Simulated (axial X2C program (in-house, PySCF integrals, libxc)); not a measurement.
Spectroscopic constants of AsH⁻

Computed with an in-house relativistic program for diatomic molecules. Spin-free means the one-electron spin-free X2C Hamiltonian; two-component (2c) means X2C with spin–orbit coupling and atomic mean-field two-electron Coulomb and Gaunt terms, so the difference of the two also holds small scalar two-electron terms. Basis: As dyall-acv3z [10s10p7d5f1g], H dyall-av3z [7s3p2d] (cores contracted in-house); Gaussian nuclei, density fitting, unrestricted open shells. Masses: As 74.922 u, H 1.008 u.

State, spin-free: M_S = 1/2, Λ = 1 (beyond evenly filled blocks: π+α, π+β, π-α); electrons by block: σα: 8, σβ: 8, π+α: 4, π+β: 4, π-α: 4, π-β: 3, δ+α: 1, δ+β: 1, δ-α: 1, δ-β: 1. Fragments: As- + H for PBE0, HF, MP2; As + H- for CCSD, CCSD(T), TPSSh.

State, 2c: Ω = 3/2 (⟨Sz⟩ = 0.50, ⟨Lz⟩ = 1.00 at PBE0); electrons by block: 1/2: 12, -1/2: 12, 3/2: 5, -3/2: 4, 5/2: 1, -5/2: 1. Fragments: As- + H for PBE0, HF, MP2; As + H- for CCSD, CCSD(T), TPSSh.

```csv
Hamiltonian,level,Re (Å),ωe (cm⁻¹),Be (cm⁻¹),De (eV),D0 (eV),μ (D)
spin-free,PBE0,1.541,2057.4,7.142,3.01,2.89,-0.36
spin-free,HF,1.530,2137.3,7.244,2.00,1.86,-0.18
spin-free,MP2,1.536,2104.4,7.182,2.95,2.83,n/a
spin-free,CCSD,1.544,2044.4,7.109,2.87,2.74,n/a
spin-free,CCSD(T),1.547,2028.5,7.082,2.97,2.85,n/a
spin-free,TPSSh,1.542,2040.7,7.129,3.13,3.00,-0.37
2c,PBE0,1.541,2051.4,7.135,n/a,n/a,-0.38
2c,HF,1.531,2129.8,7.236,n/a,n/a,-0.19
2c,MP2,1.537,2101.0,7.179,2.96,2.83,n/a
2c,CCSD,1.545,2039.3,7.103,2.92,2.79,n/a
2c,CCSD(T),1.548,2023.7,7.077,3.02,2.90,n/a
2c,TPSSh,1.543,2034.9,7.122,3.18,3.06,-0.38
```

Correlated methods: 7 electrons correlated (number of frozen shells: As 3 s, 2 p, 1 d; H none), 213 virtual spin orbitals or spinors in MP2, 90 natural virtuals in coupled cluster.

Dipoles are positive if H is the positive end and refer to the centre of mass.

One determinant describes the state; a PBE0 search over occupations chose it and may have missed a lower one. De is counted from the lowest determinant-based energies of the atoms at the same level, without counterpoise correction. De is not given where an atomic determinant may have missed its ground term or J level, or where the truncated virtual space spoils (T). Density functionals use the spin component along the axis (collinear). CCSD and (T) use frozen natural virtuals with an MP2 correction for the truncation; (T) itself is uncorrected, so its De runs slightly low. The functionals have no current-density term, which raises determinants with orbital currents, atoms included. The highest occupied level of some functionals is positive through self-interaction error; at Hartree–Fock it is bound. Hartree–Fock gets electron affinities wrong, so its lowest charge split need not be the true one.

Rough cost a point (2c) on 1 thread(s) of a shared host, integrals apart: PBE0 0.3 s, HF 0.16 s, CCSD(T) 1.8 s, TPSSh 0.5 s.

The whole task took 65 s on 1 thread of Intel(R) Xeon(R) 6975P-C (Granite Rapids), with other jobs on the host.
